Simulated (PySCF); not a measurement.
Hf(F)(SH)3 (FH3HfS3), SMILES [SH][Hf]([SH])([F])[SH], multiplicity 1.

Geometry optimised at PBE0-D3(BJ)/def2-SVP. The multiplicity is an assumed one; no other spin state was optimised. The structure was generated by enumeration; whether it is a known compound was not checked. The def2 effective core potentials stand for the cores of Hf; spin–orbit coupling is left out. Other conformers were not sampled.

Method: PySCF 2.14.0 with TDA-PBE/def2-SVPD.

Vertical excitations. Isolated molecule, no solvent.

Give excitation energies, oscillator strengths and character. (An estimate is asked for; the answer gives what the named calculation found.)


| state | energy (eV) | λ (nm) | f | main pairs |
|---|---|---|---|---|
| S1 | 4.05 | 306 | 0.015 | HOMO→LUMO 88 % |
| S2 | 4.17 | 297 | 0.014 | HOMO→LUMO+1 81 % |
| S3 | 4.42 | 281 | 0.002 | HOMO−2→LUMO 51 %, HOMO−1→LUMO+1 48 % |
| S4 | 4.53 | 274 | 0.025 | HOMO−1→LUMO 71 %, HOMO→LUMO+2 11 % |
| S5 | 4.62 | 269 | 0.019 | HOMO−2→LUMO+1 32 %, HOMO−2→LUMO 24 %, HOMO−1→LUMO+1 24 % |
| S6 | 4.73 | 262 | 0.030 | HOMO−2→LUMO+1 44 %, HOMO−1→LUMO+1 14 %, HOMO−2→LUMO 12 % |
| S7 | 4.95 | 250 | 0.005 | HOMO→LUMO+2 50 %, HOMO−3→LUMO 30 % |
| S8 | 5.01 | 248 | 0.009 | HOMO−3→LUMO 55 %, HOMO→LUMO+2 26 %, HOMO−4→LUMO 9 % |
| S9 | 5.06 | 245 | 0.001 | HOMO−4→LUMO 63 %, HOMO−3→LUMO+1 16 % |
| S10 | 5.10 | 243 | 0.003 | HOMO→LUMO+3 33 %, HOMO−3→LUMO+1 21 %, HOMO−4→LUMO+1 16 %, HOMO→LUMO+4 15 % |
| T1 | 3.79 | 327 | 0 | HOMO→LUMO 95 % |
| T2 | 3.90 | 318 | 0 | HOMO→LUMO+1 87 % |
| T3 | 4.02 | 308 | 0 | HOMO−1→LUMO 82 % |
| T4 | 4.20 | 295 | 0 | HOMO−2→LUMO 48 %, HOMO−1→LUMO+1 40 % |
Triplets are in the Tamm–Dancoff approximation.
